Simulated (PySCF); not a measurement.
**Structure from 2D NMR**

Compound of formula C₂H₈FPSi₂. Correlations simulated from computed shifts and the bond graph:

HSQC (one-bond C–H):
| δH | δC |
| --- | --- |
| 5.88 | 124.4 |

COSY cross peaks (H two or three bonds apart, from the bond graph; peaks can be absent where the dihedral angle is near 90°):
| δH | δH |
| --- | --- |
| 5.88 | 4.75 |
| 4.75 | 1.19 |

HMBC (two and three bonds, from the bond graph):
| δH | δC |
| --- | --- |
| 5.88 | 187.1 |
| 4.75 | 187.1, 124.4 |
| 4.19 | 187.1, 124.4 |
| 1.19 | 124.4 |

Carbons without hydrogens: δ 187.1.

Theoretical values (PySCF 2.14): PBE0/pcSseg-1 with gauge-including orbitals, GFN2-xTB structure. Gas phase, single conformer, fast rotation and ring inversion assumed for equivalent nuclei, relativity neglected.

δ = σ(ref) − σ, references computed at the same level: TMS for 1H and 13C.

Exchangeable hydrogens are left out of these lists.

Problem. Which molecule is this?

Solution. SMILES F/C([SiH3])=C\[SiH2]P.

Numbering as in the mapped SMILES `[F:1]/[C:2]([SiH3:3])=[CH:4]\[SiH2:5][PH2:6]`. Each H is labelled by its parent atom.

- δC 187.1 is C2, a fully substituted alkene carbon.
- δC 124.4 is C4, an alkene CH (δH 5.88).
- HMBC from δH 5.88 reaches the proton-free carbon C2.
- HMBC from δH 4.75 reaches the proton-free carbon C2.
- HMBC from δH 4.19 reaches the proton-free carbon C2.
- COSY links 5.88–4.75, 4.75–1.19.

This is the structure that produced the data.

Shifts are as computed. Against solution values, carbons near 30 ppm lie about +3 ppm off and those near 130 ppm about +5 ppm. Of 1211 compounds with measured shifts, 218 miss one by over three times the rms of a fit or turn the order of signals round; such compounds aren't used in these exercises.
